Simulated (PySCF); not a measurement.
Spiro[2.4]hepta-4,6-diene, C7H8.
SMILES: `C1=CC2(C=C1)CC2`

A linear-response calculation (PySCF, def2-SVPD basis, gas phase, vertical, core orbitals frozen in the response) gave these numbers; the functional is withheld.

Orbital energies (eV): HOMO-3 -9.60, HOMO-2 -8.70, HOMO-1 -7.37, HOMO -5.96, LUMO -0.86, LUMO+1 0.63, LUMO+2 1.20.

```
state  E (eV)       f  main configurations (H = HOMO, L = LUMO)
   S1    4.67   0.055                                 H→L (98%)
   S2    5.77  0.0000                               H→L+1 (95%)
   S3    5.93   0.170                  H-1→L (82%), H→L+5 (17%)
   S4    6.28  0.0000                               H→L+2 (95%)
   S5    6.34   0.016                               H→L+3 (99%)
   S6    6.64  0.0005                               H→L+4 (99%)
```

Triplets (Tamm–Dancoff): T1 2.99 eV, H→L (96%); T2 4.61 eV, H-1→L (82%), H→L+5 (15%); T3 5.72 eV, H→L+1 (93%); T4 5.78 eV, H→L+5 (75%), H-1→L (17%).

Vertical ionisation energy by ΔSCF with the same functional: 8.10 eV. Mean static polarisability: 79.4 au.

Question: Name the functional.
A. B3LYP
B. PBE
C. HF
D. CAM-B3LYP

Answer: A. B3LYP is a global hybrid with 20% exact exchange. In this run −ε(HOMO) = 5.96 eV differs from the ΔSCF value by -2.14 eV, and S1 differs from the orbital gap of 5.10 eV by -0.43 eV. The ratio −ε(HOMO)/IP is 0.74. Usual ranges for neutral molecules in this basis: 0.67 to 0.83 with B3LYP, 0.5 to 0.7 with PBE, 0.85 to 0.93 with CAM-B3LYP; with Hartree–Fock the ratio is 1 or more (Koopmans' value less the relaxation energy is the ΔSCF value).

Computed, not measured: PySCF, TDDFT B3LYP/def2-SVPD, vertical, gas phase, core orbitals frozen in the response. Isolated species at its PBE0-D3(BJ)/def2-SVP geometry, gas phase.

Hardware: one thread, Arm Neoverse N1, shared host. Cost: 77 s wall.
